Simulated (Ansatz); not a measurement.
Ansatz (a program for electronic structure) input (CCSD(T)/STO-3G):

Ansatz 0.2 input:
```yaml
crystal:
  periodic: [false, false, false]
  atoms:
    - {symbol: Si, position_ang: [-1.22642449, 0.14488433, -0.11447242]}
    - {symbol: Si, position_ang: [1.04615776, -0.03891288, 0.09637614]}
    - {symbol: H, position_ang: [-1.33252775, -1.34769541, 0.16846289]}
    - {symbol: H, position_ang: [1.88994139, -1.26355740, 0.04016098]}
    - {symbol: H, position_ang: [1.96632046, 1.12765250, 0.04472403]}
basis:
  gaussian:
    orbitals: STO-3G
magnetization: {spin_polarized: true, initial_magnetization: 1}
correlation: {method: ccsd_t, electrons: outside_noble_gas}
```

Output:

```
Functional definition: HF
integrals: 0.00 GiB planned
227 factors; integrals over basis functions are off by at most 3.3e-5 eV
mean field: 0.05 GiB planned
mean field evaluation 1: about -15586.2985 eV, gradient 6.0e0 eV
mean field evaluation 2: about -15586.3141 eV, gradient 6.0e0 eV
mean field evaluation 4: about -15586.9096 eV, gradient 1.4e0 eV
mean field evaluation 8: about -15587.1064 eV, gradient 2.0e-1 eV
mean field evaluation 16: about -15586.2990 eV, gradient 6.0e0 eV
mean field evaluation 32: about -15587.1111 eV, gradient 3.4e-4 eV
mean field evaluation 64: about -15585.1167 eV, gradient 2.1e-2 eV
mean field evaluation 96: about -15583.4867 eV, gradient 7.9e0 eV
mean field evaluation 128: about -15584.1615 eV, gradient 3.9e-1 eV
mean field evaluation 160: about -15584.1977 eV, gradient 2.0e-3 eV
mean field -15587.11114621 eV, -572.8157692997 hartree, gradient 1.6e-6 eV, S^2 0.871065; 8 other end points of the search recorded, 0 dependent functions left out
determinant -15587.11114621 eV, -572.8157692997 hartree, with singles and doubles -15589.70258687 eV, -572.9110029874 hartree
determinant -15585.97018083 eV, -572.7738395955 hartree, with singles and doubles -15588.36779048 eV, -572.8619501250 hartree
determinant -15585.79564215 eV, -572.7674254172 hartree, with singles and doubles -15589.17747955 eV, -572.8917056494 hartree
determinant -15585.11548065 eV, -572.7424299433 hartree, with singles and doubles -15587.94213223 eV, -572.8463074728 hartree
determinant -15584.19773965 eV, -572.7087035835 hartree, with singles and doubles -15586.75773126 eV, -572.8027815400 hartree
determinant -15584.16468159 eV, -572.7074887222 hartree, with singles and doubles -15588.39104341 eV, -572.8628046545 hartree
determinant -15587.11114621 eV, -572.8157692997 hartree, with singles and doubles -15589.70842263 eV, -572.9112174477 hartree
determinant -15585.79564215 eV, -572.7674254172 hartree, with singles and doubles -15589.59420533 eV, -572.9070200392 hartree
10 core orbitals not correlated
reference -15587.11114621 eV, -572.8157692997 hartree; 6, 5 occupied and 5, 6 virtual orbitals, 227 factors
second order -1.66833523 eV of doubles, -0.00000000 eV of singles
coupled cluster: 0.04 GiB planned
cycle   1  -2.59727503 eV  change    1.4e-6 eV  update   2.4e-6
coupled cluster: 0.04 GiB planned
perturbative correction -0.03890334 eV, -0.0014296715 hartree
Total energy: -15589.74732458 eV, -572.9126470679 hartree
```

It need not be the lowest isomer of its formula.

The determinant is spin-contaminated: <S^2> is 0.87 against 0.75 for a pure state.
